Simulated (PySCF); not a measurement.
Computed spin Hamiltonian

C6H11O (doublet state).
Structure used (GFN2-xTB), in Å, numbered top down from 1:
```
atom  x, y, z in Å
C1     1.771    0.935    0.485
C2     1.255    0.373   -0.832
C3     0.344   -0.857   -0.623
C4    -0.889   -0.521    0.130
C5    -2.011    0.151   -0.562
C6    -0.996   -0.797    1.519
O7    -1.963   -0.512    2.221
H8     2.345    0.184    1.024
H9     0.945    1.252    1.118
H10    2.415    1.791    0.302
H11    2.099    0.074   -1.456
H12    0.698    1.143   -1.368
H13    0.077   -1.246   -1.610
H14    0.914   -1.619   -0.086
H15   -2.402   -0.481   -1.362
H16   -2.805    0.361    0.151
H17   -1.684    1.083   -1.027
H18   -0.121   -1.307    1.963
```

The hyperfine couplings belong to this conformer and change with its torsions.

Identity: `CCC[C](C)C=O` [radical].

Level of theory: UKS B3LYP, pcH-1 on C H O, non-relativistic, mean-field spin-orbit, GIAO in PySCF 2.14.0. Isolated species at its GFN2-xTB geometry (one conformer only). Couplings are sensitive to structure, and on GFN2-xTB geometries they can be far from those on DFT ones. The SCF solution wasn't tested for stability.

```json
{"g1, g2, g3": "2.00210, 2.00434, 2.00822", "g_iso": "2.00489", "Form of g": "rhombic: the two nearest values differ by 37 % of g3 − g1", "⟨S²⟩": "0.7625 (exact 0.7500)"}
```

Isotropic coupling and dipolar principal values T1 to T3, in MHz; ρ(0) is the spin density at the nucleus:

```tsv
atom	isotope	a_iso	T1	T2	T3	Mulliken spin population	ρ(0) (bohr⁻³)
C1	13C	1.7	-1.0	0.1	1.0	0.00	0.0015
C2	13C	45.5	-5.0	-4.5	9.5	0.04	0.0405
C3	13C	-23.6	-2.0	0.8	1.1	-0.06	-0.0210
C4	13C	60.4	-58.3	-57.7	116.0	0.74	0.0537
C5	13C	-23.6	-1.9	0.8	1.1	-0.06	-0.0210
C6	13C	-36.5	-8.6	0.8	7.7	-0.09	-0.0325
O7	17O	-22.9	-104.1	51.9	52.2	0.33	0.0378
H8	1H	0.7	-1.6	-1.2	2.8	0.00	0.0002
H9	1H	0.6	-4.1	-2.2	6.3	0.00	0.0001
H10	1H	-1.0	-1.4	-0.7	2.2	0.00	-0.0002
H11	1H	2.1	-3.0	-1.5	4.5	0.00	0.0005
H12	1H	-3.1	-3.8	-1.1	4.9	0.00	-0.0007
H13	1H	46.1	-3.7	-3.0	6.7	0.02	0.0103
H14	1H	13.6	-3.7	-3.3	7.1	0.01	0.0031
H15	1H	81.3	-4.1	-2.8	6.9	0.03	0.0182
H16	1H	1.9	-4.1	-2.0	6.2	0.00	0.0004
H17	1H	79.9	-4.0	-2.7	6.8	0.03	0.0179
H18	1H	-2.9	-5.1	-2.5	7.6	0.00	-0.0006
```

The largest Mulliken spin populations are on C4 (+0.74), O7 (+0.33) and C6 (-0.09). The positive populations add up to 1.21 and the negative ones to -0.21, together 2S = 1. The angles at C4 add up to 360.0°, so it is planar.

Axes: g3 points within 10° of the C6–O7 bond.

Under fast tumbling the dipolar parts average out, and these isotropic splittings remain: 3 × 1H (H15/H16/H17, I = 1/2, 4 lines) with 1.94 mT, 2 × 1H (H13/H14, I = 1/2, 3 lines) with 1.06 mT and 1 × 1H (H18, I = 1/2, 2 lines) with 0.10 mT.

Means are taken over nuclei equivalent by connectivity, which assumes that they swap fast. The three 1H nuclei of mean +54.4 MHz run from 1.9 to 81.3 MHz in the frozen geometry. The 1H value of +29.9 MHz is a mean of couplings from 13.6 to 46.1 MHz in this one geometry, not an average over conformers.

The 17O coupling of O7 (-22.9 MHz) shows only in satellite lines or after enrichment, since that isotope makes up about 0.038 % of natural oxygen.

The 13C coupling of C4 (60.4 MHz) shows only in satellite lines or after enrichment, since that isotope makes up about 1.07 % of natural carbon.

The run took 85 s of wall time (grids of density and orbitals included) on Arm Neoverse V1, one thread, no GPU, shared host with 32 logical CPUs at a one-minute load of 22, and the process peaked at 1.0 GiB of memory.
